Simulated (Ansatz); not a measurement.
`C[Si](C)(C)C#Cc1cnc(-c2cnc(-c3cnc(-c4cnc(C#C[Si](C)(C)C)s4)s3)s2)s1`, relaxed as a singlet with RKS r2SCAN-D4/def2-SVP in Ansatz, starting from the GFN2-xTB geometry. Force threshold 0.03 eV/Å.

Single mean-field runs in def2-SVP are fitted with def2-universal-jkfit.

Start:

```xyz
54

C    -5.5999   -7.4936    6.5368
Si   -4.2355   -6.5573    7.4825
C    -4.9913   -5.4856    8.8657
C    -2.9339   -7.7644    8.1746
C    -3.3742   -5.4217    6.2867
C    -2.8256   -4.6816    5.4996
C    -2.2138   -3.8314    4.5799
C    -2.7412   -3.3645    3.3965
N    -1.9517   -2.5549    2.6853
C    -0.8048   -2.3510    3.2532
C     0.2254   -1.5337    2.7186
C     1.4722   -1.2554    3.2412
N     2.2429   -0.4467    2.5132
C     1.6565   -0.0625    1.4159
C     2.2672    0.8017    0.4688
C     3.5331    1.3502    0.5591
N     3.9003    2.1363   -0.4503
C     2.9756    2.2459   -1.3594
C     3.1345    3.0340   -2.5301
C     4.2570    3.7716   -2.8609
N     4.1951    4.4383   -4.0121
C     3.0656    4.2689   -4.6257
C     2.7220    4.8440   -5.8482
C     2.4200    5.3398   -6.9116
Si    2.0065    6.1299   -8.5484
C     3.6105    6.2003   -9.5734
C     1.3470    7.8806   -8.1862
C     0.6845    5.0447   -9.3881
S     1.9349    3.2099   -3.7694
S     1.5145    1.3301   -1.0018
S     0.0328   -0.7095    1.2048
S    -0.6079   -3.1931    4.7928
H    -6.1349   -8.1761    7.1915
H    -5.1856   -8.0780    5.7207
H    -6.3271   -6.8075    6.1128
H    -4.2283   -4.9124    9.3838
H    -5.7140   -4.7809    8.4651
H    -5.5025   -6.0968    9.6042
H    -2.1347   -7.2332    8.6827
H    -2.4829   -8.3522    7.3807
H    -3.3747   -8.4564    8.8866
H    -3.7208   -3.6104    3.0296
H     1.8435   -1.6431    4.1735
H     4.2034    1.1746    1.3794
H     5.1405    3.8222   -2.2527
H     4.0175    5.2071   -9.7374
H     3.4416    6.6517  -10.5469
H     4.3723    6.7855   -9.0672
H     1.0770    8.3991   -9.1017
H     2.0940    8.4814   -7.6760
H     0.4647    7.8487   -7.5541
H     0.3923    5.4507  -10.3522
H     1.0513    4.0361   -9.5540
H    -0.2107    4.9710   -8.7779
```

Task: Estimate the energy that the relaxation releases and the steps that it takes.

Result: 0.32 eV, in 6 steps; 26 s on 2 threads of AMD EPYC 7R13 on a shared host and a share (18 GiB) of an NVIDIA H100 80GB HBM3. No frequencies were taken in this run, so the end may be a saddle point.

Task: Does the start keep its bonding and symmetry?

Result: By distances, no bond broke or formed. The bond that changes most is Si25–C28, from 1.91 to 1.88 Å (atoms count from 1).

Task: Predict the relaxed structure.

Result: 
Cartesian coordinates in Å:
```
C -5.615 -7.512 6.576
Si -4.269 -6.575 7.490
C -5.007 -5.532 8.867
C -2.982 -7.757 8.177
C -3.438 -5.450 6.283
C -2.895 -4.699 5.473
C -2.281 -3.845 4.546
C -2.778 -3.352 3.341
N -1.963 -2.537 2.640
C -0.810 -2.358 3.254
C 0.255 -1.540 2.745
C 1.509 -1.264 3.281
N 2.304 -0.448 2.561
C 1.707 -0.060 1.449
C 2.335 0.817 0.497
C 3.612 1.364 0.601
N 4.003 2.164 -0.410
C 3.068 2.275 -1.332
C 3.223 3.069 -2.521
C 4.350 3.817 -2.862
N 4.292 4.492 -4.025
C 3.138 4.307 -4.636
C 2.755 4.868 -5.868
C 2.414 5.355 -6.944
Si 1.972 6.127 -8.567
C 3.534 6.204 -9.605
C 1.308 7.851 -8.231
C 0.667 5.059 -9.393
S 2.026 3.246 -3.760
S 1.604 1.361 -0.982
S 0.088 -0.702 1.230
S -0.666 -3.214 4.780
H -6.144 -8.197 7.260
H -5.196 -8.112 5.752
H -6.360 -6.823 6.146
H -4.228 -4.958 9.394
H -5.746 -4.816 8.475
H -5.514 -6.173 9.608
H -2.173 -7.214 8.691
H -2.526 -8.362 7.377
H -3.441 -8.448 8.904
H -3.773 -3.599 2.965
H 1.865 -1.671 4.232
H 4.268 1.164 1.450
H 5.239 3.860 -2.229
H 3.944 5.197 -9.786
H 3.326 6.668 -10.583
H 4.314 6.800 -9.105
H 1.042 8.352 -9.177
H 2.058 8.473 -7.717
H 0.407 7.818 -7.599
H 0.378 5.488 -10.366
H 1.039 4.037 -9.571
H -0.241 4.985 -8.774
```
Bond lengths: 11 × C–C 1.23 to 1.44 Å; 8 × C–S 1.73 to 1.77 Å; 8 × C–Si 1.85 to 1.88 Å; 8 × C–N 1.32 to 1.35 Å; 22 × C–H 1.09 to 1.10 Å.
